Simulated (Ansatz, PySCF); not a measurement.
CH4AlBrO, SMILES [AlH]([O]C)[Br]. Atoms are numbered in the order given.

```xyz
8

Al    -0.8848    -0.6859    -0.2958
H     -1.9556    -1.4031     0.5954
Br     0.2877     1.0938     0.4482
O     -0.5968    -1.2565    -1.8547
C      0.1953    -0.9892    -2.9662
H      0.8200    -1.8650    -3.2129
H     -0.4359    -0.7742    -3.8456
H      0.8675    -0.1256    -2.8116
```

The structure is a stationary point at PBE0-D3(BJ)/def2-SVP. The structure was generated by enumeration; whether it is a known compound was not checked. Other conformers were not sampled.

Two levels are set side by side: PBE-D3(BJ)/def2-SVP (Ansatz, a first-principles code) and PBE0-D3(BJ)/def2-SVP (Ansatz). Each level has its own optimised geometry; the coordinates shown are those of the second. Frequencies come from the Hessian of PySCF at each geometry. Differences are taken from unrounded values.

```csv
quantity,PBE0-D3(BJ),PBE-D3(BJ),PBE-D3(BJ) minus PBE0-D3(BJ)
mean bond length (Å),1.459,1.471,0.012
bond Al1–Br3 (Å),2.257,2.273,0.015
bond Al1–O4 (Å),1.685,1.704,0.019
bond O4–C5 (Å),1.391,1.405,0.014
bond Al1–H2 (Å),1.567,1.578,0.011
bond C5–H6 (Å),1.104,1.113,0.009
bond C5–H7 (Å),1.104,1.113,0.009
bond C5–H8 (Å),1.105,1.114,0.009
highest harmonic wavenumber (cm⁻¹),3110,3009,-101
mean harmonic wavenumber (cm⁻¹),1231,1188,-43
zero-point energy (kcal/mol),31.67,30.58,-1.09
```

GGA bonds tend to be longer and softer than those of functionals with exact exchange. Differences between two approximate levels are no errors against the true value.
